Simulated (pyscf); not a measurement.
## H₃C–AlH–O–SiH₃, singlet

Gas-phase minimum from PySCF at ωB97X-D3(BJ)/def2-SVP, one conformer. 

```
O
Si 1 1.6455
Al 1 1.7041 2 170.11
H 2 1.4929 1 110.21 3 -121.75
H 2 1.4929 4 108.60 1 120.82
H 2 1.4938 4 108.39 5 117.56
H 3 1.5839 1 116.79 2 1.71
C 3 1.9457 7 123.26 1 179.81
H 8 1.1017 3 112.76 7 178.00
H 8 1.1042 9 108.00 3 123.00
H 8 1.1045 9 107.83 10 114.40
```
Charge 0, spin multiplicity 1.

Properties at ωB97X-D3(BJ)/def2-SVP:

```yaml
harmonic_wavenumbers_unscaled: 19, 30, 39, 88, 201, 422, 512, 612, 678, 690, 748, 754, 783, 973, 975, 1019, 1136, 1234, 1434, 1437, 1969, 2241, 2245, 2256, 3052, 3140, 3167 cm⁻¹
zero_point_energy: 45.5 kcal/mol
rotational_symmetry_number: 1
Entropy of this conformer at 298 K and 1 atm, rigid rotor and harmonic oscillator, modes under 100 cm⁻¹ raised to 100: 357.8 J/(mol K)
dipole_moment: 0.88 D
```

Single-point totals, which compare only within one level (frozen core for MP2 and CC):

```csv
level,total energy (hartree)
ωB97X-D3(BJ)/def2-TZVP,-649.71645
PBE/def2-TZVP,-649.18169
r²SCAN/def2-TZVP,-649.50476
B3LYP-D3(BJ)/def2-TZVP,-649.69211
PBE0-D3(BJ)/def2-TZVP,-649.25336
M06-2X/def2-TZVP,-649.52989
ωB97M-D3(BJ)/def2-TZVP,-649.73284
HF/def2-TZVPP,-647.83473
MP2/def2-TZVPP,-648.45636
CCSD/def2-TZVPP,-648.50227
CCSD(T)/def2-TZVPP,-648.52471
```

The lowest mode is so soft that the shape along it may change with the basis. Soft torsions are taken as harmonic, which can shift the entropy by several J/(mol K). The CCSD(T) − MP2 part came from Ansatz, without density fitting, on the same reference.
